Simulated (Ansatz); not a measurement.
```xyz
3

C     0.0291    0.0507   -0.5949
F     0.0412    0.9526    0.2305
F     0.0079   -1.0719    0.2178
```

Basis set: 6-31G (spherical functions). Frozen core: 3 orbitals. Charge 0, multiplicity 1.

Computed with Ansatz (development build ahead of 0.2.0); each method stands on the lowest determinant of its kind that the runs found. Restricted open shells among the atoms or ions are ROHF, correlated in semicanonical orbitals with singles.

The atomization energy at this shape (free ground-state atoms in the same class of orbitals less the molecule, no zero-point energy) of singlet CF₂:

```
method  atomization energy
   RHF        427.1 kJ/mol
```

(1) What does RHF-MP2 give?

Results:

(1) 783.6 kJ/mol. Caution: the shape is not the minimum.

This basis has no polarisation functions and is too small for such energies, which can lie far from measured ones in either direction.
